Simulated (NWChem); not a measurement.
SiHCl₃; SMILES [SiH](Cl)(Cl)Cl

Results from NWChem. Coordinates come from a PBE0/def2-SVP optimisation. Computed dipoles belong to the equilibrium geometry; the measured one is vibrationally averaged.

Measured dipole moment: 0.86 D (NIST CCCBDB, as tabulated in the package chemicals).

```csv
level,dipole moment (D),computed − measured
PBE/STO-3G,2.02,+1.16
PBE/def2-SVP,0.83,-0.03
PBE/def2-SVPD,0.88,+0.02
PBE/def2-TZVP,0.77,-0.09
PBE/def2-TZVPD,0.80,-0.06
PBE/def2-TZVPP,0.77,-0.09
```
